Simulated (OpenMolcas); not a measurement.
# Ionisation energies of rhodium

```json
{
 "Program": "OpenMolcas",
 "Basis": "ANO-RCC-VTZP [7s6p4d2f1g]",
 "Scalar Hamiltonian": "DKH2, point nucleus",
 "Spin-orbit coupling": "RASSI with atomic mean-field integrals over the reference wave functions, term energies averaged over their components"
}
```

Active shells in each charge state: the valence d, s shells, with orbitals averaged over the low states. Where CASPT2's correlated closed shells are named, they are those of the first ion.

A. CASSCF
B. MS-CASPT2, IPEA 0.25 Eh, imaginary shift 0.1 Eh (closed shells correlated: 4s 4p)
C. SS-CASPT2, IPEA 0.25 Eh, imaginary shift 0.1 Eh (closed shells correlated: 4s 4p)
D. SS-CASPT2, IPEA 0.25 Eh, imaginary shift 0.1 Eh (closed shells correlated: 3d 4s 4p)
E. SS-CASPT2, IPEA 0 Eh, imaginary shift 0.1 Eh (closed shells correlated: 4s 4p)

Energies in eV between the lowest computed levels, named as in B; reference values from the NIST Atomic Spectra Database with their kind.

| From | To | A | B | C | D | E | Spin-orbit share in B | Reference |
| --- | --- | --- | --- | --- | --- | --- | --- | --- |
| Rh 4d8 5s 4F 9/2 | Rh+ 4d8 3F4 | 6.053 | 7.419 | 7.419 | 7.426 | 7.526 | +0.004 | 7.459 (measured) |
| Rh+ 4d8 3F4 | Rh2+ 4d7 4F 9/2 | 16.208 | 17.971 | 17.971 | 17.963 | 17.904 | -0.023 | 18.080 (semi-empirical) |

Error against the reference values, in %:

```csv
From,Reference,A,B,C,D,E
Rh,measured,-18.8,-0.5,-0.5,-0.4,+0.9
Rh+,semi-empirical,-10.4,-0.6,-0.6,-0.6,-1.0
```

Absolute error against the one measured value: A 1.41 eV, B 0.04 eV, C 0.04 eV, D 0.03 eV, E 0.07 eV.

The lowest level within the active space need not be the ion's true ground level.
